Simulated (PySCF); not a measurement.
**Vertical excitation energies**

Compound: C3H9N3Si2.
Atom-mapped SMILES: `[N:1]#[C:2][Si:3]([NH2:4])([NH2:5])[SiH:6]1[CH2:7][CH2:8]1` (hydrogens: H9, H10 on N4; H11, H12 on N5; H13 on Si6; H14, H15 on C7; H16, H17 on C8)

Geometry (GFN2-xTB, Å), atoms numbered from 1 in this order:
```
atom  x, y, z in Å
N1    -1.661    0.633   -3.311
C2    -1.501    0.552   -2.179
Si3   -1.148    0.384   -0.337
N4    -1.709   -1.092    0.345
N5    -2.214    1.573    0.314
Si6    1.118    0.579   -0.021
C7     2.015   -0.494    1.253
C8     2.263   -0.914   -0.195
H9    -1.191   -1.941    0.199
H10   -2.699   -1.281    0.363
H11   -2.325    1.634    1.313
H12   -2.235    2.493   -0.094
H13    1.805    1.851   -0.264
H14    2.874   -0.107    1.782
H15    1.462   -1.196    1.861
H16    3.273   -0.783   -0.554
H17    1.868   -1.878   -0.484
```

Method used: TDDFT PBE0/def2-SVPD, vertical, gas phase, core orbitals frozen in the response in PySCF 2.14.0, density-fitted response routines.

Task: What does the calculation give for the low-lying excited states?

Result: 

| state | E (eV) | λ (nm) | ν̃ (cm⁻¹) | f | \|μ\| (D) | main configurations (H = HOMO, L = LUMO) |
| --- | --- | --- | --- | --- | --- | --- |
| S1 | 5.01 | 247.7 | 40370 | 0.0056 | 0.54 | H→L (55%), H→L+1 (43%) |
| S2 | 5.41 | 229.0 | 43670 | 0.119 | 2.41 | H→L+1 (46%), H→L (36%), H-1→L+1 (14%) |
| S3 | 5.65 | 219.4 | 45580 | 0.019 | 0.94 | H-1→L (96%) |
| S4 | 5.80 | 213.9 | 46750 | 0.079 | 1.89 | H-1→L+1 (76%) |
| S5 | 6.08 | 204.0 | 49030 | 0.034 | 1.21 | H-2→L+1 (65%), H-2→L (27%) |
| S6 | 6.17 | 200.8 | 49790 | 0.0092 | 0.63 | H-2→L (67%), H-2→L+1 (30%) |
| S7 | 6.46 | 191.9 | 52100 | 0.0042 | 0.41 | H→L+2 (88%) |
| S8 | 6.67 | 186.0 | 53770 | 0.0090 | 0.60 | H→L+4 (35%), H→L+3 (34%), H-3→L+1 (16%) |

Triplets, Tamm–Dancoff:

| state | E (eV) | λ (nm) | main configurations (H = HOMO, L = LUMO) |
| --- | --- | --- | --- |
| T1 | 4.23 | 293.4 | H→L (49%), H→L+1 (40%) |
| T2 | 4.82 | 257.4 | H→L+1 (48%), H→L (41%) |
| T3 | 5.12 | 242.0 | H-1→L (90%) |

The lowest singlet comes at 248 nm (483 kJ/mol) in the ultraviolet; it is weak; its leading configuration is HOMO→LUMO (55%). The strongest level in the table is S2 at 5.41 eV (229 nm, f = 0.119). Löwdin shares by element: HOMO carbon 48% or more, silicon 30% or more (atoms not listed hold the other 21%); LUMO silicon 41%, carbon 13% or more, nitrogen 11% or more (atoms not listed hold the other 35%). Weighted by f, the mean energy of these states is 5.69 eV. The listed states span 1.66 eV, and the widest gap between neighbours is 0.41 eV (S1 to S2). Orbital energies (eV): HOMO-3 -8.84, HOMO-2 -8.22, HOMO-1 -7.75, HOMO -7.06, LUMO -0.89, LUMO+1 -0.83, LUMO+2 0.38. The window holds the lowest 8 singlets.

One conformer stands for the species.
